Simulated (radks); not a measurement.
Task: S5+, configuration [Ne] 3s1. Method: non-relativistic Kohn-Sham, PBEsol, spin-unpolarised, spherical densities, point nucleus; computed with a radial shooting solver on a logarithmic mesh with Libxc functionals. Some entries of the table are withheld. Estimate them.

| orbital | occ. | eigenvalue (hartree) | <r^2> (bohr^2) | <1/r> (bohr^-1) |
|---|---|---|---|---|
| 1s | 2 | -91.02635 | 0.01275 | 15.54 |
| 2s | 2 | -10.63857 | (1) | 3.061 |
| 2p | 6 | -8.68051 | 0.2395 | 2.974 |
| 3s | 1 | -2.94679 | 2.290 | 0.9843 |
| 3p | 0 | (2) | 2.587 | 0.9103 |
| 4s | 0 | (3) | 9.571 | 0.4838 |

Result: 
(1) 2s <r^2> (bohr^2): 0.2717
(2) 3p eigenvalue (hartree): -2.48017
(3) 4s eigenvalue (hartree): -1.33278
